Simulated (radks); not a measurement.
Task: Successive ionisation energies (eV) of one element, from differences of total energies of ions in their ground configurations, starting at charge 66: 7898.0, 8034.5, 8214.7, 8356.6, 8495.9, 9299.1, 9453.7, 20799, 21177, 21548, 22050, 22439, 22819, 25323, 25713, 102622, 104278. All-electron calculation, scalar-relativistic Kohn-Sham, PBEsol, spin-polarised, spherical densities, finite nucleus; open shells are filled with parallel spins first (spin-orbit coupling, left out, can overturn this in heavy ions); Fermi nuclear charge, rms radius 5.5211 fm. Program: a radial shooting solver on a logarithmic mesh with Libxc functionals. Which element is it?

Result: Bismuth (Z = 83). The first species listed is Bi66+ in [Ne] 3s2 3p5, the last Bi82+ in 1s1.
